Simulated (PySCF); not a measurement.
Geometries of 2 isomers of C4H5Cl2F, from PBE0-D3(BJ)/def2-SVP geometry optimisation, gas phase in PySCF. One conformer each, no zero-point energy, no frequencies.

Question: Which is lower in electronic energy at this level?
A.
```xyz
12
angstrom
F      2.138   -1.027   -0.640
C      0.989   -0.923    0.102
C      0.300    0.361   -0.219
C     -1.002    0.633   -0.087
C     -2.060   -0.315    0.381
Cl    -1.676   -1.050    1.965
Cl    -2.379   -1.599   -0.831
H      1.256   -0.946    1.175
H      0.343   -1.793   -0.101
H      0.967    1.153   -0.576
H     -1.363    1.632   -0.346
H     -3.017    0.199    0.519
```
B.
```xyz
12
angstrom
F      2.069    0.755   -1.092
C      1.926    0.006    0.041
C      0.493   -0.235    0.368
C     -0.523    0.233   -0.359
C     -1.941   -0.026   -0.012
Cl    -2.752   -0.917   -1.332
Cl    -2.796    1.511    0.306
H      2.422    0.528    0.880
H      2.449   -0.958   -0.099
H      0.306   -0.837    1.265
H     -0.339    0.834   -1.254
H     -2.046   -0.637    0.892
```

Answer: B. That is `C(/C=C/C(Cl)Cl)F`, 3.3 kcal/mol below the other.

| SMILES | atoms numbered as above | E (Eh) | relative (kcal/mol) | relative (kJ/mol) | dipole (D) |
| --- | --- | --- | --- | --- | --- |
| FC/C=C/C(Cl)Cl | [F:1][CH2:2]/[CH:3]=[CH:4]/[CH:5]([Cl:6])[Cl:7] | -1174.59123 | 0.0 | 0.0 | 3.22 |
| FC/C=C\C(Cl)Cl | [F:1][CH2:2]/[CH:3]=[CH:4]\[CH:5]([Cl:6])[Cl:7] | -1174.58590 | 3.3 | 14.0 | 2.27 |
